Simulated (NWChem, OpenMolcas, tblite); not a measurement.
**How methods differ on InPH6 (SMILES [PH3+][InH3-])**

InPH6: 8 atoms, total charge 0, spin state singlet. SMILES: `[PH3+][InH3-]`. Geometry: relaxed at PBE0-D4/def2-TZVP.

Each level gives the vertical ionisation energy (to the doublet cation) (eV). The values are calculated.

```
                                                    level                   kind     program  value (eV)  less CCSD(T)/def2-SVP  CPU time (all runs)
                                                IPEA1-xTB         semi-empirical      tblite       14.54                  +4.82            under 2 s
                             HF/def2-SVP (core potential)           Hartree–Fock  OpenMolcas        9.16                  -0.56                 11 s
                          SVWN5/def2-SVP (core potential)                    LDA  OpenMolcas        9.50                  -0.22                 45 s
                            PBE/def2-SVP (core potential)                    GGA  OpenMolcas        9.41                  -0.31                 87 s
                         r2SCAN/def2-SVP (core potential)               meta-GGA  OpenMolcas        9.54                  -0.18                 92 s
                          B3LYP/def2-SVP (core potential)          global hybrid  OpenMolcas        9.68                  -0.04                 62 s
                          BHLYP/def2-SVP (core potential)          global hybrid  OpenMolcas        9.76                  +0.04                 58 s
                            MP2/def2-SVP (core potential)    perturbation theory      NWChem        9.72                   0.00              1.7 min
CCSD(T)/def2-SVP (core potential), open shells restricted  coupled cluster or CI  OpenMolcas        9.72                   0.00                 62 s
```

Differences are taken from CCSD(T)/def2-SVP (core potential), open shells restricted for orientation; it has basis-set and higher-order errors of its own. Spin-orbit coupling, which can split open shells on such heavy atoms by tenths of an eV, is left out. The values span 9.16 to 14.54 eV. The xTB values lack the empirical shift that such differences need. In the correlated wave-function rows the outer d shell of In is correlated, in sets not made for it. Times are those of the runs behind each value, whatever else they computed, on shared processors of several kinds: orders of magnitude only.
